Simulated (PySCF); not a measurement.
Compound: C₈H₁₀N₂.
Numbering: `[CH3:1]/[N:2]=[CH:3]\[c:4]1[cH:5][cH:6][n:7][cH:8][c:9]1[CH3:10]`

Cartesian coordinates in Å at the GFN2-xTB level; atoms count from 1:
```xyz
20
C8H10N2 angstrom
C      2.780   -0.415   -0.079
N      1.988   -1.092    0.901
C      0.769   -0.848    1.083
C     -0.096    0.152    0.420
C      0.227    1.506    0.439
C     -0.632    2.405   -0.172
N     -1.749    2.039   -0.776
C     -2.056    0.754   -0.792
C     -1.279   -0.244   -0.215
C     -1.679   -1.684   -0.279
H      3.523    0.186    0.447
H      2.217    0.226   -0.767
H      3.319   -1.177   -0.644
H      0.274   -1.458    1.835
H      1.122    1.847    0.938
H     -0.418    3.465   -0.181
H     -2.982    0.506   -1.296
H     -2.553   -1.812   -0.912
H     -1.916   -2.054    0.719
H     -0.865   -2.292   -0.672
```

NICS is the negative of the GIAO shielding at a point without a nucleus: at the ring centre (0) and 1 Å above and below it (1); zz is the component along the ring normal. Level: GIAO PBE0/pcSseg-1 (PySCF, non-relativistic, gas phase) on the GFN2-xTB geometry, one conformer.

Ring bond lengths (Å), with Mayer bond orders in brackets: C4–C5 1.392 (1.39), C5–C6 1.385 (1.40), C6–N7 1.321 (1.48), N7–C8 1.321 (1.49), C8–C9 1.390 (1.40), C9–C4 1.400 (1.32).

Q: What do the NICS probes read (ppm)?

A: 
```tsv
ring	type	NICS(0)	NICS(1), two faces	NICS(1)zz, two faces	rms pucker (Å)	centre to ring atoms, mean (Å)
C4–C5–C6–N7–C8–C9	6-membered ring with N; formal bonds all aromatic	-7.5	-11.0 / -11.1	-27.7 / -28.1	0.00	1.37
```

Q: What do they say, and how far can they be read as aromaticity?

A: 
- C4–C5–C6–N7–C8–C9: mean NICS(1)zz -27.9 ppm, shielded. The ring is flat and has no four-coordinate atom; by the NICS criterion it is aromatic.

Q: How equal are the bonds by HOMA? HOMA = 1 − mean of α(R − Ropt)² over the ring bonds, with Krygowski's 1993 parameters (CC: Ropt 1.388 Å, α 257.7 Å⁻²; CN: Ropt 1.334 Å, α 93.52 Å⁻²).

A: 
- C4–C5–C6–N7–C8–C9: HOMA 0.99; the largest term is that of C9–C4, α(R − Ropt)² = 0.04. The geometric and the magnetic index point the same way.

Q: What field does 14.1 T along the ring normal induce along that normal at the first NICS(1) probe listed for ring C4–C5–C6–N7–C8–C9, 1 Å off the ring?

A: NICSzz × B0 = -27.7 ppm × 14.1 T = -391 μT, against the applied field.

Q: What are the shieldings of the ring atoms and their hydrogens in the same run (means over atoms taken as equivalent)?

A: 
```tsv
atoms	environment	σ isotropic (ppm)	principal values of the symmetric part, first atom (ppm)
C4	substituted aromatic carbon	41.9	-61.9, 23.0, 164.6
C5	aromatic CH carbon	60.4	-45.0, 52.4, 173.8
C6	aromatic CH next to a ring nitrogen	33.7	-74.0, 27.7, 147.4
N7	pyridine-type nitrogen	-97.9	-421.5, -174.4, 302.2
C8	aromatic CH next to a ring nitrogen	29.8	-76.4, 34.8, 130.9
C9	substituted aromatic carbon	50.9	-50.1, 24.9, 178.0
H15	aromatic hydrogen	24.74	21.9, 23.0, 29.3
H16	aromatic hydrogen	22.83	18.9, 22.7, 26.9
H17	aromatic hydrogen	22.78	18.8, 21.7, 27.9
```
